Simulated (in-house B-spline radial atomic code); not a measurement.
Configurations of Sn, with energies counted from [Kr] 4d10 5s2 5p2. All numbers are computed (scalar-relativistic (X2C) SCAN, spin-polarised, spherical fractional occupations; Fermi nucleus of rms radius 4.6519 fm) with a radial B-spline atomic code at the basis-set limit, not measured. Shells without spins written out take the highest spin.

Occupations are held fixed; configurations that lie above the ionisation limit could autoionise.

| configuration | E - E(ref) (eV) | highest orbital | its <r> (bohr) |
| --- | --- | --- | --- |
| [Kr] 4d10 4f1 5s2 5p1 | 6.6035 | 4f up | 17.76 |
| [Kr] 4d10 5s2 5p1 5f1 | 6.8871 | 5f up | 30.26 |
| [Kr] 4d10 5s(1 up, 0 down) 5p(2 up, 0 down) 5d(0 up, 1 down) | 11.401 | 5d down | 9.494 |
| [Kr] 4d10 5s1 5p2 6d1 | 11.904 | 6d up | 16.32 |
| [Kr] 4d9 5s2 5p3 | 23.611 | 5p up | 2.89 |
| [Ar] 3d10 4s2 4p5 4d10 5s2 5p2 6d1 | 98.403 | 6d up | 16.02 |

Task: Order these further configurations by energy, lowest first.
A. [Ar] 3d(4 up, 5 down) 4s2 4p6 4d10 5s2 5p(2 up, 1 down)
B. [Ar] 3d(4 up, 5 down) 4s2 4p6 4d10 4f(0 up, 1 down) 5s2 5p(0 up, 2 down)
C. [Kr] 4d9 5s2 5p2 6d1
D. [Kr] 4d10 5s1 5p2 6f1
E. [Kr] 4d9 5s2 5p2 6p1

Result: D (12.596 eV), E (30.659 eV), C (31.686 eV), A (488.9 eV), B (495.55 eV).

Task: How far above the reference does [Kr] 4d10 4f1 5s1 5p2 lie?

Result: 12.139 eV; its least bound orbital is 4f up with <r> = 17.71 bohr.

Task: How far above the reference does [Kr] 4d(4 up, 5 down) 5s2 5p(2 up, 0 down) 6d(1 up, 0 down) lie?

Result: 31.948 eV; its least bound orbital is 6d up with <r> = 16.06 bohr.
